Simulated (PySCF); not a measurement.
**How methods differ on the excitation energy of Au**

Au [Xe] 4f14 5d10 6s1 (2S) → Au [Xe] 4f14 5d10 6p1 (2P), as a difference of total energies. All numbers are calculated (PySCF 2.14, scalar relativity through the core potential, in def2-TZVPPD with the def2 core potential (60 electrons) (6s5p3d2f1g, 59 functions)). Correlated levels: valence and next inner shell: nothing frozen outside the core potential. The calculations carry no spin-orbit coupling.

```
                                method  excitation energy (eV)  error (eV)
                                   UHF                   4.311      -0.636
    MP2 (valence and next inner shell)                   5.287      +0.340
SCS-MP2 (valence and next inner shell)                   5.175      +0.228
   CCSD (valence and next inner shell)                   5.018      +0.071
CCSD(T) (valence and next inner shell)                   5.036      +0.089
```

Reference: 4.947 eV (measured; NIST levels, between the centres of gravity of the two terms).

Errors of the correlated levels include the incompleteness of this basis.
